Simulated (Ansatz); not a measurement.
`B[SiH]([SiH3])[SiH3]` → `B[SiH2][SiH3]` + `[SiH2]` at 600 K and 1 bar (silylene loss).

Isolated molecules relaxed with PBE0-D4/def2-TZVP in Ansatz; ΔE leaves out vibrations. CCSD(T)/CBS is the MP2 limit (def2-TZVPP, def2-QZVPP) plus CCSD(T) − MP2 in def2-TZVPP, frozen cores. This one scheme is used for every species.

| species | CCSD(T)/CBS energy (Eh) | H − E (kJ/mol) | S (J/(mol·K)) |
| --- | --- | --- | --- |
| `B[SiH]([SiH3])[SiH3]` | -897.39506 | 288.4 | 524.4 |
| `B[SiH2][SiH3]` | -607.10947 | 221.6 | 424.2 |
| `[SiH2]` | -290.19011 | 52.1 | 233.9 |

H − E and S are ideal-gas, rigid-rotor, harmonic terms from PBE0-D4/def2-TZVP. 1 Eh = 2625.50 kJ/mol, R = 8.31446 J/(mol·K).

Q: By hand: ΔE, ΔH, ΔS and ΔG.

A: ΔE = (-607.10947) + (-290.19011) − (-897.39506) = 0.09548 Eh = 250.7 kJ/mol. Δ(H − E) = 221.6 + 52.1 − 288.4 = -14.7, so ΔH = 236.0 kJ/mol. ΔS = 424.2 + 233.9 − 524.4 = 133.7 J/(mol·K). ΔG = 236.0 − 600 × (133.7)/1000 = 155.8 kJ/mol.

Q: By hand: the equilibrium constant, and the temperature at which ΔG would vanish if ΔH and ΔS stayed fixed.

A: log₁₀ K = −ΔG/(RT ln 10) = -13.6. ΔG = 0 at ΔH/ΔS = 1765 K.

The number of gas molecules changes by +1, which sets the sign of ΔS. A doubt of 5 kJ/mol in ΔE shifts log₁₀ K by 0.4 here. Modes under 60 cm⁻¹, often nearly free rotors, make the harmonic entropy too high. These are equilibria of isolated gas molecules and say nothing of rates. Largest T1 diagnostic: 0.015 (customary marks: 0.02 for closed shells, 0.045 for open ones).
